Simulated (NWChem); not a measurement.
# SiPH5O2; SMILES O[SiH](P)O

```xyz
9

Si     0.0019     0.4908     0.3456
O      1.4415     1.0164    -0.2904
O     -1.2909     1.2617    -0.3706
P     -0.0537    -1.7025    -0.1793
H     -0.0800     0.7812     1.8100
H      1.5555     1.9742    -0.3716
H     -1.8661     1.7573     0.2280
H      1.0212    -2.0567     0.6871
H     -1.0563    -2.0148     0.7860
```
Atoms are numbered in this order, from 1.

Program: NWChem. Medium grid unless said otherwise, to which SCAN and Minnesota functionals are sensitive. All runs use the structure optimised with B3LYP/6-31G* (spherical d).

For level PBE/def2-SVP:

```yaml
highest occupied level (eV): -6.05
orbital gap (eV): 5.98
dipole (D): 2.92
```

Question: Estimate the same quantities for level r2SCAN0/def2-SVP.

Answer: 
* **highest occupied level (eV)**: -7.43
* **orbital gap (eV)**: 8.46
* **dipole (D)**: 3.18
